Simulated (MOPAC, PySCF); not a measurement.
C3H9In, SMILES `[CH3][In]([CH3])[CH3]`, neutral singlet in the gas phase. 

Z-matrix (Å, degrees):
```
In
C 1 2.1842
H 2 1.0887 1 111.91
H 2 1.0907 3 108.68 1 -122.12
H 2 1.0912 3 108.41 4 -116.34
C 1 2.1843 2 120.13 3 5.59
H 6 1.0888 1 111.81 2 -171.73
H 6 1.0905 7 108.75 1 -122.32
H 6 1.0913 7 108.32 8 -116.36
C 1 2.1844 2 120.04 3 -174.69
H 10 1.0887 1 111.94 2 1.83
H 10 1.0909 11 108.60 1 -121.90
H 10 1.0910 11 108.51 12 -116.33
```
Charge 0, multiplicity 1.

All levels are single points at this geometry (M06-2X/def2-TZVP); Pople sets use spherical d functions. Orbital energies aren't observables, and empty levels follow the basis.

PBE/6-31G* (LANL2DZ on In) in PySCF gives HOMO (eV) = -5.60.

Task: Estimate the HOMO (eV) from each of these levels: B3LYP-D3(BJ)/def2-TZVP in PySCF; M06-2X/def2-TZVP in PySCF; PBE-D3(BJ)/def2-TZVP in PySCF; B3LYP/6-311+G** (LANL2DZ on In) in PySCF; B3LYP/LANL2DZ in PySCF; BP86/6-31G* (LANL2DZ on In) in PySCF; M06-2X/6-31G* (LANL2DZ on In) in PySCF; HF/6-31G* (LANL2DZ on In) in PySCF; AM1 in MOPAC; PM3 in MOPAC; PM6 in MOPAC; PM7 in MOPAC.

Result: 
```csv
level,HOMO (eV)
B3LYP-D3(BJ)/def2-TZVP in PySCF,-6.78
M06-2X/def2-TZVP in PySCF,-8.08
PBE-D3(BJ)/def2-TZVP in PySCF,-5.86
B3LYP/6-311+G** (LANL2DZ on In) in PySCF,-6.87
B3LYP/LANL2DZ in PySCF,-6.66
BP86/6-31G* (LANL2DZ on In) in PySCF,-5.71
M06-2X/6-31G* (LANL2DZ on In) in PySCF,-7.93
HF/6-31G* (LANL2DZ on In) in PySCF,-9.62
AM1 in MOPAC,-9.73
PM3 in MOPAC,-10.36
PM6 in MOPAC,-10.63
PM7 in MOPAC,-10.33
```
